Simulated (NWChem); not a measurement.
# BSiH₄F; SMILES FB[SiH3]

Task: Give the equilibrium geometry at PBE-D3(BJ)/def2-SVP (NWChem) as a Z-matrix, with the point group.

Result: point group Cs; any orientation.
```
Si
H 1 1.5054
H 1 1.5093 2 108.86
H 1 1.5094 2 108.84 3 -116.20
B 1 2.0415 2 114.04 4 -121.88
F 5 1.3314 1 121.36 2 0.18
H 5 1.2244 6 116.28 1 -179.98
```
